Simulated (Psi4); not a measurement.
Input for Psi4:
```
memory 2 GB

molecule {
0 2
F     3.01908650    1.13274833    0.22160399
C     1.86621234   -0.12970003    0.44673461
F     2.38997822   -1.05521826    1.23957711
C     0.66828368   -0.14622884   -0.03593613
C    -0.54593179   -0.20717033   -0.61192545
F    -0.67920932   -0.79433365   -1.81482069
C    -1.71329410    0.29617516   -0.06241471
F    -2.89647638    0.23277077   -0.63157634
F    -1.75084455    0.89998307    1.10895717
}

set {
  basis pcseg-1
  reference uks
}

energy('pbe0')
print_variables()
```

Task: What does this run give for the <S^2>, number of basis functions, total energy?

Result: 
- <S^2>: 0.779
- number of basis functions: 126
- total energy: -650.6489 Eh

These values belong to the state on which the SCF converged, which isn't shown to be the lowest.

Task: Roughly what does it cost on one core?

Result: about 21 core-seconds (a rough figure).
